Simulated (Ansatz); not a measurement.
Reaction (ligand exchange at a Ge–C bond): `C#[C][GeH2][OH]` + `C[SeH]` → `C[Se][GeH2][OH]` + acetylene

Gas-phase electronic energies from Ansatz, PBE0-D4/def2-TZVP geometries. CBS: MP2 limit from def2 TZ/QZ plus the TZ coupled-cluster correction, frozen cores. This one scheme is used for every species. Functionals use def2-TZVPP. For Ge, Se outer-core shells are correlated without core-valence functions, which leaves a few kJ/mol of doubt a bond. Scalar relativity is left out up to krypton. Each species was taken in one conformer, which may not be the lowest.

(1) Is it downhill or uphill in electronic energy at CCSD(T)/CBS, and by how much? (Best estimate.)

(2) What do these levels give: PBE0-D4, ωB97X-V, ωB97M-V, r2SCAN, CCSD(T)/def2-TZVPP, HF/CBS(def2)? (Best estimate.)

Largest T1 diagnostic among the species: 0.013.

Answers

(1) Computed: Downhill: ΔE = -51.9 kJ/mol.

(2) The calculation gave: PBE0-D4 -55.8, ωB97X-V -50.0, ωB97M-V -52.2, r2SCAN -54.3, CCSD(T)/def2-TZVPP -45.6, HF/CBS(def2) -41.5 kJ/mol.

In def2-TZVPP, CCSD(T) changes the Hartree–Fock value by −3.3 kJ/mol (the triples alone add −1.4 kJ/mol) and MP2 by −6.1 kJ/mol. The D4 term adds −5.7 kJ/mol with B3LYP and −3.2 kJ/mol with PBE0; it sums over pairs of atoms, weighted by their polarisabilities, and B3LYP, whose exchange is more repulsive, gets the larger term.

B3LYP here is the variant with VWN-RPA as its local correlation; programs differ in this.
